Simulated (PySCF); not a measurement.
# Ge (germanium, neutral) across methods

[Ar] 3d10 4s1 4p2 4d1, one real determinant (an excited configuration). Computed with PySCF 2.14 in aug-cc-pVTZ-DK, with the spin-free X2C one-electron Hamiltonian (Gaussian nucleus).

```tsv
method	E (hartree)	mean ε 4s α (eV)	mean ε 4p α (eV)	mean ε 4d α (eV)	Σ⟨r²⟩ (bohr²)	⟨S²⟩
PBE	-2097.962	-16.296	-7.605	-0.097	59.45	6.001
r2SCAN	-2098.236	-16.978	-8.036	-0.014	59.47	6.002
wB97X-V	-2098.056	-20.525	-10.923	-1.374	59.38	6.001
MN15	-2099.617	-18.141	-9.074	0.058	57.05	6.001
r2SCAN0	-2098.206	-18.460	-9.073	-0.342	59.42	6.002
UHF	-2096.64113	-22.387	-11.854	-1.151	60.34	6.002
LDA	-2094.943	-16.468	-7.670	-0.044	58.98	6.001
M06-2X	-2098.324	-19.083	-9.724	-0.698	59.78	6.000
```

(1) Estimate the same row for PBE0.

⟨L²⟩ = 7.94 against 12 for a pure F term, so this real determinant mixes terms. The outer electron is Rydberg-like, and this basis confines it to a smaller radius and binds it less than a complete one would.

The highest occupied level is positive at MN15: only the finite basis holds that electron, which in a density functional comes from self-interaction.

Results:

(1) E (hartree) = -2097.996; mean ε 4s α (eV) = -17.971; mean ε 4p α (eV) = -8.782; mean ε 4d α (eV) = -0.429; Σ⟨r²⟩ (bohr²) = 59.46; ⟨S²⟩ = 6.001.
